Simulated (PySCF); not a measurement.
Computed XPS line lists of a few unrelated compounds.

The calculation used delta-SCF UKS SCAN, pcX-2 on the ionised atom, pcseg-1 elsewhere, spin-free X2C (PySCF 2.14.0). Geometries: PBE0-D3(BJ)/def2-SVP; isolated species, one conformer each.

Line lists (1s up to Mg, 2p3/2 beyond, nothing for Ge; areas count atoms within a level, one atom standing for each set equivalent by bonding):
1. N 1s: 404.28 eV; Cl 2p3/2: 205.14 eV
2. C 1s: 290.79 (area 1), 290.81 (area 1), 290.85 (area 1), 292.12 (area 1), 294.21 (area 1) eV; O 1s: 538.62 eV; F 1s: 692.09 eV
3. C 1s: 291.57 (area 1), 291.64 (area 1), 296.80 (area 1) eV; F 1s: 693.53 eV
4. C 1s: 290.11 (area 1), 290.11 (area 1), 290.21 (area 1), 290.27 (area 1), 290.28 (area 1), 290.30 (area 1), 290.76 (area 1), 290.96 (area 1) eV; N 1s: 404.19 eV

Structures:
A. `[Cl][GeH2][NH][GeH3]`
B. `F[C@H]1CCCCO1`
C. `C(C(F)F)#C`
D. `C1CC[C@H]2NCC[C@H]2C1`

Question: Match each list to its structure.

Answer: 
- 1 = A: no other candidate has this set of levels. N 1s: 404.28 nitrogen bonded to 2 Ge and H; Cl 2p3/2: 205.14 chlorine bonded to Ge.
- 2 = B: no other candidate has this set of levels. C 1s: 290.79 ring CH2 carbon, 290.81 ring CH2 carbon, 290.85 ring CH2 carbon, 292.12 sp3 carbon bound to oxygen, 294.21 sp3 C–F carbon; O 1s: 538.62 cyclic ether oxygen; F 1s: 692.09 alkyl fluorine.
- 3 = C: no other candidate has this set of levels. C 1s: 291.57 terminal alkyne carbon, 291.64 alkyne carbon, 296.80 CHF2 carbon; F 1s: 693.53 fluorine of a CF2 group (×2).
- 4 = D: no other candidate has this set of levels. C 1s: 290.11 sp3 carbon at a ring junction, 290.11 ring CH2 carbon, 290.21 ring CH2 carbon, 290.27 ring CH2 carbon, 290.28 ring CH2 carbon, 290.30 ring CH2 carbon, 290.76 sp3 carbon bound to nitrogen, 290.96 sp3 carbon bound to nitrogen; N 1s: 404.19 secondary amine nitrogen.

The 2p values aren't plain energy differences: one relaxed spin-free 2p hole is combined with a matrix within the shell (ground-state 2p orbital-energy differences and spin–orbit coupling). 2p3/2, the mean of its two sublevels, lies a third of the splitting below the shell's mean and 2p1/2 two thirds above it; the statistical areas are 2:1. 2 of these hole states are spin-contaminated (⟨S²⟩ up to 0.87, against 0.75; counted from 0.85) and less certain.
